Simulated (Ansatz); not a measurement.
ethylmethylamine (C3H9N), singlet, geometry from GFN2-xTB; BHLYP/STO-3G run with Ansatz (a quantum-chemistry and plane-wave program).

The Ansatz input:
Ansatz 0.2 input:
```yaml
crystal:
  periodic: [false, false, false]
  atoms:
    - {symbol: C, position_ang: [-1.87400516, -0.07441474, 0.25926631]}
    - {symbol: C, position_ang: [-0.47967426, -0.52314354, -0.15357921]}
    - {symbol: N, position_ang: [0.48496756, 0.53256834, 0.09166092]}
    - {symbol: C, position_ang: [1.83881192, 0.15577176, -0.25160561]}
    - {symbol: H, position_ang: [-2.12917341, 0.85017624, -0.25108071]}
    - {symbol: H, position_ang: [-2.60684655, -0.83489174, 0.00244945]}
    - {symbol: H, position_ang: [-1.91726736, 0.10044473, 1.33251953]}
    - {symbol: H, position_ang: [-0.21866346, -1.45961765, 0.37470674]}
    - {symbol: H, position_ang: [-0.46266346, -0.73524512, -1.22757567]}
    - {symbol: H, position_ang: [0.44326878, 0.80309834, 1.07075897]}
    - {symbol: H, position_ang: [2.50814061, 0.98145236, -0.01688696]}
    - {symbol: H, position_ang: [1.88584461, -0.03606901, -1.32424885]}
    - {symbol: H, position_ang: [2.19179223, -0.74660748, 0.27324197]}
basis:
  gaussian:
    orbitals: STO-3G
hamiltonian:
  xc: {name: BHLYP}
```

The log (banner, timings and long lists left out):

```
Functional definition: BHLYP
407 factors; integrals over basis functions are off by at most 3.8e-5 eV
mean field evaluation 1: about -4686.0640 eV, gradient 1.3e1 eV
mean field evaluation 2: about -4686.5192 eV, gradient 7.2e0 eV
mean field evaluation 4: about -4686.6580 eV, gradient 7.1e-2 eV
mean field evaluation 8: about -4686.7310 eV, gradient 9.0e-4 eV
mean field -4686.73096384 eV, -172.2341861409 hartree, gradient 2.1e-5 eV, S^2 0.000000; 0 other end points of the search recorded, 0 dependent functions left out
reference -4686.73109478 eV, -172.2341909528 hartree; 17, 17 occupied and 12, 12 virtual orbitals, 407 factors
Total energy: -4686.73109478 eV, -172.2341909528 hartree
```
